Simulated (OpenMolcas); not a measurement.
**Ni+, Pd+, Pt+: d⁹ down the group**

```yaml
Program: OpenMolcas 26.06
Method: SS-CASPT2, IPEA 0.25 Eh, imaginary shift 0.1 Eh
Basis: ANO-R3
Scalar_Hamiltonian: X2C, finite nucleus
Spin-orbit_coupling: state interaction with AMFI integrals over the reference wave functions, term energies averaged over their components
```

Active space for each ion: 9 electrons in 5 orbitals (d); closed shells correlated by CASPT2: Ni+ 3s 3p; Pd+ 4s 4p; Pt+ 5s 5p.

Computed levels in cm-1 above ²D_5/2:

```
                               Level   Ni+   Pd+    Pt+
                              ²D_3/2  1504  3480  10470
weight of ²D in the lowest level (%)   100   100    100
```

Measured, with the error of the calculation in %. Measured levels: Ni+, Pd+ from NIST Handbook of Basic Atomic Spectroscopic Data.

```tsv
Level	Ni+	Pd+
²D_3/2	1507 (-0.2)	3539 (-1.8)
```

The fine-structure level ²D_3/2 changes by a factor of 6.96 from Ni+ to Pt+.

CASPT2 breaks the degeneracy within a term, and the mean is taken; among the terms shown or strongly mixed into the levels shown the widest spread is 63 cm-1 (5d⁹ ²D, Pt+). Computed and measured levels are paired by configuration, term and J; levels that our copy of the source lacks, or whose pairing is in doubt (as where it misses far off the trend of its configuration), stay unpaired and out of the deviations. Levels of configurations outside the active space are missing.
